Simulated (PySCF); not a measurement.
**Dipole response of Mn (manganese, neutral)**

[Ar] 3d5 4s2, high-spin 6S determinant. Computed with PySCF 2.14 in x2c-TZVPPall with one added diffuse shell each of s, p, d, f type (7s6p5d3f1g, 80 functions), with scalar relativity by spin-free X2C-1e. Coupled (time-dependent) response in atomic units; α is the mean over directions.

```csv
method,mean α (bohr³),C₆ (like pair),S(−4)
UHF,101.3,1003,13200
PBE,72.07,678.0,3198
PBE0,76.32,731.3,3640
```

S(−4) is the Cauchy moment in α(ω) = α(0) + S(−4) ω² + …

Reference α: 68 ± 9 bohr³ (recommended; Schwerdtfeger and Nagle, table of static dipole polarizabilities (2023 update)). Published C₆: 552.0 (Chu and Dalgarno (2004); Tang, Norbeck and Certain (1976)).

Hartree-Fock lies above the reference because it lacks correlation, which contracts the outer shell.

α(iu) at PBE:

```
u (hartree)  α(iu) (bohr³)
          0          72.07
     0.0500          65.16
      0.100          51.84
      0.200          30.59
      0.300          19.36
      0.500          9.966
      0.750          5.778
       1.00          3.934
       1.50          2.299
       2.00          1.566
       3.00         0.8881
       5.00         0.4049
```
